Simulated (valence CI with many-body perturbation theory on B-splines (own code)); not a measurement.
Tc³⁶⁺: calculated level list

Computed by configuration interaction combined with many-body perturbation theory (CI+MBPT): five valence electrons over a frozen Dirac-Fock core [He], a basis of 9 s, 9 p, 8 d, 6 f, 3 g, 1 h functions for each j, with the one-electron correlation potential Σ1 (screened to all orders), the two-electron term Σ2, the three-electron term Σ3, Breit, model QED; selected single and double excitations, second order for the rest (own B-spline code, finite nucleus).

The last digits are not significant, and no measured levels were compared; by estimate large intervals hold to a few tenths of a per cent, small ones and those within an open d or f shell to about a per cent. Among the levels kept, up to 1900 cm⁻¹ of a level comes from second order outside the variational space, and about a tenth of that is noise between levels of different J, which matters for small intervals.

Levels 46 to 83 of 83, with energies above the lowest level, (2s^2 2p1/2^2 2p3/2) J=3/2. "Leading %" is the weight of the configuration and term that name the level; weights of strongly mixed levels are sums over their largest components and can fall short. In the jj column 3d3/2^4 stands for four electrons in 3d with j = 3/2. Lifetimes count E1, E2, E3, M1 and M2 decay at the calculated energies, and are blank where another channel may lead or the interval is too uncertain; long ones can be off by a factor of two.

```tsv
No.	Configuration	Term	J	E (× 10³ cm⁻¹)	Leading %	g	Lifetime	Leading jj
46	2s2 2p2 3d	4D	3/2	24729	41	1.161	12.2 fs	2s^2 2p1/2 2p3/2 3d5/2 (78 %)
47	2s2 2p2 3d	2G	9/2	24767	55	1.203	114 ps	2s^2 2p1/2 2p3/2 3d5/2 (98 %)
48	2s2 2p2 3d	4D	5/2	24787	39	1.176	6.04 fs	2s^2 2p1/2 2p3/2 3d3/2 (48 %)
49	2s2 2p2 3d	4P	3/2	24795	44	1.380	4.82 fs	2s^2 2p1/2 2p3/2 3d3/2 (77 %)
50	2s2 2p2 3s	2S	1/2	24798	55	2.016	16.1 fs	2s^2 2p3/2^2 3s (74 %)
51	2s2 2p2 3d	4P	1/2	24819	36	1.810	5.45 fs	2s^2 2p1/2 2p3/2 3d3/2 (82 %)
52	2s2 2p2 3d	2D	5/2	24865	59	1.190	4.66 fs	2s^2 2p1/2 2p3/2 3d5/2 (82 %)
53	2s2 2p2 3d	2F	7/2	24889	57	1.096	4.99 fs	2s^2 2p1/2 2p3/2 3d5/2 (87 %)
54	2s2 2p2 3d	2D	3/2	24899	64	0.934	7.07 fs	2s^2 2p1/2 2p3/2 3d5/2 (96 %)
55	2s2 2p2 3d	2P	1/2	24926	65	1.061	7.27 fs	2s^2 2p1/2 2p3/2 3d5/2 (87 %)
56	2s 2p3 3p	6P	3/2	24949	43	1.904	304 fs	2s 2p1/2^2 2p3/2 3p1/2 (87 %)
57	2s 2p3 3s	4D°	1/2	24961	47	0.658	49.1 fs	2s 2p1/2^2 2p3/2 3s (90 %)
58	2s 2p3 3p	6P	5/2	24967	31	1.520	90.8 fs	2s 2p1/2^2 2p3/2 3p1/2 (82 %)
59	2s 2p3 3s	2P°	3/2	24984	25	1.343	88.7 fs	2s 2p1/2^2 2p3/2 3s (90 %)
60	2s2 2p2 3p	2P°	3/2	25016	25	1.416	1.05 ps	2s^2 2p3/2^2 3p1/2 (93 %)
61	2s2 2p2 3p	2D°	5/2	25044	47	1.181	3.50 ps	2s^2 2p3/2^2 3p1/2 (95 %)
62	2s2 2p2 3p	2P°	1/2	25213	58	1.016	2.56 ps	2s^2 2p3/2^2 3p3/2 (65 %)
63	2s 2p3 3p	6P	7/2	25224	53	1.543	1.57 ps	2s 2p1/2^2 2p3/2 3p3/2 (88 %)
64	2s2 2p2 3p	2D°	5/2	25228	52	1.287	3.35 ps	2s^2 2p3/2^2 3p3/2 (96 %)
65	2s2 2p2 3p	4D°	7/2	25233	53	1.297	4.46 ps	2s^2 2p3/2^2 3p3/2 (95 %)
66	2s 2p3 3p	4P	3/2	25276	44	1.633	28.6 fs	2s 2p1/2^2 2p3/2 3p3/2 (90 %)
67	2s2 2p2 3p	2P°	1/2	25303	83	0.819	3.34 ps	2s^2 2p3/2^2 3p1/2 (66 %)
68	2s 2p3 3p	4D	1/2	25319	37	1.174	122 fs	2s 2p1/2^2 2p3/2 3p1/2 (54 %)
69	2s 2p3 3p	4P	5/2	25340	39	1.495	28.4 fs	2s 2p1/2^2 2p3/2 3p3/2 (84 %)
70	2s 2p3 3p	4F	3/2	25357	32	0.898	54.9 fs	2s 2p1/2^2 2p3/2 3p1/2 (92 %)
71	2s 2p3 3p	4P	1/2	25391	38	1.725	14.3 fs	2s 2p1/2^2 2p3/2 3p3/2 (52 %)
72	2s 2p3 3s	4D°	5/2	25437	48	1.580	80.3 fs	2s 2p1/2 2p3/2^2 3s (88 %)
73	2s2 2p2 3p	2P°	3/2	25439	62	1.292	455 fs	2s^2 2p3/2^2 3p3/2 (93 %)
74	2s2 2p2 3p	2P°	3/2	25526	49	1.327	164 fs	2s^2 2p3/2^2 3p3/2 (71 %)
75	2s 2p3 3s	4S°	3/2	25558	24	1.366	65.4 fs	2s 2p1/2 2p3/2^2 3s (67 %)
76	2s 2p3 3s	4D°	7/2	25640	84	1.419	38.9 fs	2s 2p1/2 2p3/2^2 3s (84 %)
77	2s 2p3 3p	4F	5/2	25655	24	1.213	44.9 fs	2s 2p1/2^2 2p3/2 3p3/2 (91 %)
78	2s 2p3 3d	6D°	5/2	25656	43	1.411	89.4 fs	2s 2p1/2^2 2p3/2 3d3/2 (85 %)
79	2s 2p3 3d	6D°	3/2	25666	51	1.587	51.0 fs	2s 2p1/2^2 2p3/2 3d3/2 (85 %)
80	2s 2p3 3d	6D°	7/2	25670	38	1.400	1.88 ps	2s 2p1/2^2 2p3/2 3d3/2 (60 %)
81	2s 2p3 3d	6D°	1/2	25670	55	2.761	172 fs	2s 2p1/2^2 2p3/2 3d3/2 (86 %)
82	2s 2p3 3p	4D	3/2	25707	26	1.206	46.3 fs	2s 2p1/2^2 2p3/2 3p3/2 (89 %)
83	2s 2p3 3d	6D°	9/2	25714	53	1.423	86.9 ps	2s 2p1/2^2 2p3/2 3d5/2 (88 %)
```
